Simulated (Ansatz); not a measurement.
`C[SiH](F)C#N` + GeH₄ → `C[SiH]([GeH3])C#N` + H–F  (formal exchange of groups at the Si–F bond)

Computed with Ansatz on PBE0-D4/def2-TZVP structures; ΔE is electronic, products minus reactants. CCSD(T)/CBS adds triple-zeta CCSD(T) − MP2 to the extrapolated MP2 energy (def2 sets, frozen cores). This one scheme is used for every species. Functionals use def2-TZVPP. For Ge outer-core shells are correlated without core-valence functions, which leaves a few kJ/mol of doubt a bond. Scalar relativity is left out up to krypton.

CCSD(T)/CBS gives +116.6 kJ/mol.

Problem. Another level gave +121.5 kJ/mol. Which?
A. HF/def2-TZVPP
B. SCS-MP2/def2-TZVPP
C. CAM-B3LYP-D4/def2-TZVPP
D. LC-ωPBE/def2-TZVPP

Solution. D. LC-ωPBE 121.5, HF/def2-TZVPP 152.6, CAM-B3LYP-D4 131.9, SCS-MP2/def2-TZVPP 127.3 kJ/mol.

Problem. What do rigid-rotor, harmonic-oscillator terms from PBE0-D4/def2-TZVP frequencies (298.15 K, 1 bar) make of the CCSD(T)/CBS value? (Estimate.)

Solution. Ansatz gave: ΔZPE = +1.2 kJ/mol, ΔH = +121.6 kJ/mol, ΔS = 11 J/(mol·K), ΔG = +118.3 kJ/mol.

Largest T1 diagnostic among the species: 0.012.

From BLYP to BHLYP (50 % exact exchange), in def2-TZVPP and without D4, ΔE moves by +10.1 kJ/mol. The D4 term adds −9.5 kJ/mol with B3LYP and −5.5 kJ/mol with PBE0; it sums over pairs of atoms, weighted by their polarisabilities, and B3LYP, whose exchange is more repulsive, gets the larger term.

B3LYP here is the variant with VWN-RPA as its local correlation; programs differ in this.
